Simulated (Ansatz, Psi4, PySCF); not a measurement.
CH₃S (SMILES [CH2]S), doublet, at a GFN2-xTB geometry. Base run: PBE0/def2-SVPD in PySCF.

Geometry (Å):
```xyz
5

C      0.0813     1.1220    -0.1255
S     -0.0729    -0.5620     0.1331
H      0.8018    -0.9578    -0.7948
H     -0.5328     1.7392     0.4979
H      0.4096     1.4790    -1.0796
```
Charge 0, spin multiplicity 2.
Orbitals are unrestricted.
All else is at PySCF's defaults.

The same geometry, method and basis name were run in Ansatz (an electronic-structure program) and Psi4 and PySCF, at each program's defaults and at the settings that a row names. The base is PySCF at its defaults. Differences at the defaults can come from grids, fitting, cores and function types together.

| code and settings | ΔE vs base (µEh) | basis functions | E (Eh) | SCF cycles | dipole (D) |
|---|---|---|---|---|---|
| PySCF, defaults (exact integrals, its default grid, spherical functions) | 0.0 | 71 | -437.70106 | 10 | 0.93 |
| Psi4, defaults (density fitting with its default set, its default grid, spherical functions) | -22.5 | 71 | -437.70109 | 9 | 0.93 |
| Ansatz, defaults (factorised integrals, its default grid, spherical functions) | 15.3 | 71 | -437.70105 | - | - |
| PySCF, density fitting with def2-universal-jkfit | -22.3 | 71 | -437.70109 | 10 | 0.93 |
| PySCF, fine grid | 0.3 | 71 | -437.70106 | 10 | 0.93 |
| Psi4, exact integrals, spherical functions, fine grid | 0.3 | 71 | -437.70106 | 13 | 0.93 |
| Ansatz, high accuracy | 0.3 | 71 | -437.70106 | - | - |

Open shells are given as the SCF converged; they aren't shown to be the lowest states, and a large step between rows can be another state.
